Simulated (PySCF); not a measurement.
Species: C₄H₉ClO₃S.
Z-matrix (Å and degrees, PBE0-D3(BJ)/def2-SVP geometry), rows numbered from 1:
```
C 
O   1  1.3990
C   2  1.4023  1  115.22
C   3  1.5193  2  112.31  1    89.68
C   3  1.5195  2  106.05  1  -148.40
S   5  1.8006  3  108.20  2    54.01
O   6  1.4429  5  111.82  3   -91.53
O   6  1.4490  5  108.65  3    46.33
Cl  6  2.1134  5   98.60  3   157.15
H   1  1.1057  2  111.23  3    59.70
H   1  1.1063  2  112.46  3   -62.65
H   1  1.0981  2  107.25  3   178.38
H   3  1.1071  2  109.68  1   -32.67
H   4  1.0998  3  110.15  2   -61.82
H   4  1.1001  3  110.30  2    57.51
H   4  1.1002  3  111.39  2   178.69
H   5  1.0993  3  112.75  2   -62.24
H   5  1.0972  3  112.58  2   171.63
```

The closed-shell ground state was solved at several levels (PySCF, density fitting, gas phase, non-relativistic).

```json
{"level": "PBE0/pcSseg-1", "basis functions": "212", "HOMO (eV)": "-8.03", "LUMO (eV)": "-1.78", "gap (eV)": "6.25", "dipole (D)": "4.86"}
{"level": "wB97X-D/pcSseg-1", "basis functions": "212", "HOMO (eV)": "-9.95", "LUMO (eV)": "-0.08", "gap (eV)": "9.87", "dipole (D)": "4.95"}
```

(1) What might wB97X-D/def2-SVPD (275 basis functions) give for the same quantities?

(2) Over all these levels, which gives the widest orbital gap and which the narrowest?

(3) How far do the dipole and the HOMO energy spread over the levels?

Results:

(1) HOMO -10.00 eV, LUMO -0.22 eV, gap 9.78 eV, dipole 4.88 D.

(2) wB97X-D/pcSseg-1 (range-separated hybrid) has the widest, 9.87 eV, and PBE0/pcSseg-1 (global hybrid, 25 % exact exchange) the narrowest, 6.25 eV. The two share the basis. From the narrowest to the widest the HOMO moves by -1.92 eV and the LUMO by +1.70 eV.

(3) The dipole runs from 4.86 to 4.95 D (mean 4.90 D) and the HOMO from -10.00 to -8.03 eV.

One conformer stands for the species.
